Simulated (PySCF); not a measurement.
Ionisation energy along the 13-electron series

Calculated with PySCF 2.14 and a two-component X2C-1e Hamiltonian (Gaussian nucleus, no Breit or QED terms), each ion in its own even-tempered basis scaled to its charge; GMP2 freezes 1s2 and drops the highest virtual spinors. Values in eV. NIST values: (m) measured, (s) semi-empirical, (t) theoretical.

| ion | configuration | GHF (spin-free) | GMP2 (spin-free) | GHF (screened spin-orbit) | GMP2 (screened spin-orbit) | NIST |
| --- | --- | --- | --- | --- | --- | --- |
| Re⁶²⁺ | [Ne] 3s2 3p1 | 6680.6 | 6681.2 | 6960.5 | 6960.5 | 6952 ± 15 (t) |
| Ir⁶⁴⁺ | [Ne] 3s2 3p1 | 7111.9 | 7112.6 | 7430.3 | 7430.3 | 7421 ± 24 (t) |

**Question.** Fill in the row of Os⁶³⁺.

**Answer.** configuration: [Ne] 3s2 3p1; GHF (spin-free): 6894.5; GMP2 (spin-free): 6895.1; GHF (screened spin-orbit): 7193.0; GMP2 (screened spin-orbit): 7193.1; NIST: 7185 ± 19 (t).
